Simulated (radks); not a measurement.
Results of a calculation; reference values are marked as such.
Question: Coherent X-ray form factor from a spherical all-electron density. Level of theory: non-relativistic Kohn-Sham, PBE, spin-unpolarised, spherical densities, point nucleus (a radial shooting solver on a logarithmic mesh with Libxc functionals).

| sin(theta)/lambda (1/angstrom) | f0 (electrons) |
|---|---|
| 0.05 | 29.641 |
| 0.1 | 28.647 |
| 0.15 | 27.216 |
| 0.2 | 25.564 |
| 0.25 | 23.849 |
| 0.3 | 22.159 |
| 0.4 | 18.979 |
| 0.5 | 16.137 |
| 0.6 | 13.694 |
| 0.8 | 10.106 |
| 1 | 7.991 |
| 1.25 | 6.567 |
| 1.5 | 5.713 |
| 2 | 4.366 |

The species is in the configuration that NIST lists as its ground one. Which atom or ion scatters so?

Answer: The germanium ion Ge2+, [Ar] 3d10 4s2. Extrapolating in s^2 from the first two rows gives f0(0) = 30.0, near the electron count 30; among species with that count, the fall with angle is slower the higher Z, and the table is that of Z = 32; from so few rows the species is fixed only to a neighbour or two.
